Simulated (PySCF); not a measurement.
Species: C₃H₇NSSi.
Z-matrix (Å and degrees, PBE0-D3(BJ)/def2-SVP geometry), rows numbered from 1:
```
C 
N   1  1.4367
Si  2  1.7788  1  139.72
C   3  1.8879  2   76.25  1   179.42
C   2  1.3684  1  125.06  3   178.64
S   5  1.6370  2  128.69  1     0.12
H   1  1.1007  2  108.17  3  -173.80
H   1  1.1022  2  111.12  3    66.76
H   1  1.1011  2  110.85  3   -54.00
H   3  1.4919  2  114.05  1    63.32
H   3  1.4917  2  114.62  1   -63.90
H   4  1.0994  3  118.03  2  -113.62
H   4  1.0993  3  118.10  2   112.41
```

The closed-shell ground state was solved at several levels (PySCF, density fitting, gas phase, non-relativistic).

```json
{"level": "PBE0/cc-pVTZ", "basis functions": "286", "HOMO (eV)": "-6.08", "LUMO (eV)": "-0.77", "gap (eV)": "5.31", "dipole (D)": "4.14"}
{"level": "KT2/pcSseg-1", "basis functions": "151", "HOMO (eV)": "-5.06", "LUMO (eV)": "-1.63", "gap (eV)": "3.43", "dipole (D)": "3.87"}
{"level": "B97-2/pcSseg-1", "basis functions": "151", "HOMO (eV)": "-5.84", "LUMO (eV)": "-0.81", "gap (eV)": "5.03", "dipole (D)": "4.22"}
{"level": "PBE0/def2-SVPD", "basis functions": "187", "HOMO (eV)": "-6.16", "LUMO (eV)": "-0.90", "gap (eV)": "5.26", "dipole (D)": "4.32"}
{"level": "wB97X-D/pcSseg-1", "basis functions": "151", "HOMO (eV)": "-7.90", "LUMO (eV)": "1.00", "gap (eV)": "8.90", "dipole (D)": "4.43"}
{"level": "B3LYP/pcSseg-1", "basis functions": "151", "HOMO (eV)": "-5.81", "LUMO (eV)": "-0.92", "gap (eV)": "4.89", "dipole (D)": "4.13"}
{"level": "LC-wPBE/pcSseg-1", "basis functions": "151", "HOMO (eV)": "-8.73", "LUMO (eV)": "1.42", "gap (eV)": "10.15", "dipole (D)": "4.53"}
{"level": "KT3/pcSseg-1", "basis functions": "151", "HOMO (eV)": "-5.01", "LUMO (eV)": "-1.62", "gap (eV)": "3.39", "dipole (D)": "3.89"}
{"level": "PBE0/6-31+G*", "basis functions": "130", "HOMO (eV)": "-6.11", "LUMO (eV)": "-0.82", "gap (eV)": "5.29", "dipole (D)": "4.37"}
{"level": "BHandHLYP/def2-SVPD", "basis functions": "187", "HOMO (eV)": "-7.13", "LUMO (eV)": "0.17", "gap (eV)": "7.30", "dipole (D)": "4.54"}
{"level": "LDA/pcSseg-1", "basis functions": "151", "HOMO (eV)": "-5.10", "LUMO (eV)": "-1.83", "gap (eV)": "3.27", "dipole (D)": "3.89"}
```

Question: Estimate the row for BHandHLYP/pcSseg-1, a basis of 151 functions; the other rows only guide the guess.

Answer: HOMO -7.06 eV, LUMO 0.36 eV, gap 7.42 eV, dipole 4.44 D.

Question: Over all these levels, which gives the widest orbital gap and which the narrowest?

Answer: LC-wPBE/pcSseg-1 (range-separated hybrid) has the widest, 10.15 eV, and LDA/pcSseg-1 (LDA) the narrowest, 3.27 eV. The two share the basis. From the narrowest to the widest the HOMO moves by -3.63 eV and the LUMO by +3.25 eV.

Question: How much does the basis alone move the frontier levels among the 3 PBE0 rows?

Answer: The HOMO by 0.08 eV and the LUMO by 0.13 eV. By rising basis size (HOMO, LUMO in eV): 6-31+G* -6.11, -0.82; def2-SVPD -6.16, -0.90; cc-pVTZ -6.08, -0.77.

Question: In the pcSseg-1 basis, how does the gap go with the fixed share of exact exchange?

Answer: LDA (0 %) 3.27 eV; KT3 (0 %) 3.39 eV; KT2 (0 %) 3.43 eV; B3LYP (20 %) 4.89 eV; B97-2 (21 %) 5.03 eV; BHandHLYP (50 %) 7.42 eV. Each rise in the share widens the gap here.

Question: How far do the dipole and the HOMO energy spread over the levels?

Answer: The dipole runs from 3.87 to 4.54 D (mean 4.23 D) and the HOMO from -8.73 to -5.01 eV.
